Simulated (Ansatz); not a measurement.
`[SiH3]O[Si](Cl)(Cl)Cl`, charge 0, multiplicity 1.

Task: Give a relaxed structure at PBE0-D4/def2-TZVP (Ansatz 0.2.0). (An estimate is asked.)

Result: Ansatz gave: 
Z-matrix (Å, degrees):
```
Si
O 1 1.650
H 1 1.483 2 109.2
H 1 1.483 2 109.2 3 -120.5
H 1 1.480 2 107.3 3 119.8
Si 2 1.598 1 149.1 3 60.3
Cl 6 2.022 2 108.9 1 -180.0
Cl 6 2.028 2 110.2 1 -60.0
Cl 6 2.028 2 110.2 1 60.0
```
Point group Cs.
This is one stationary point; other conformers may exist.
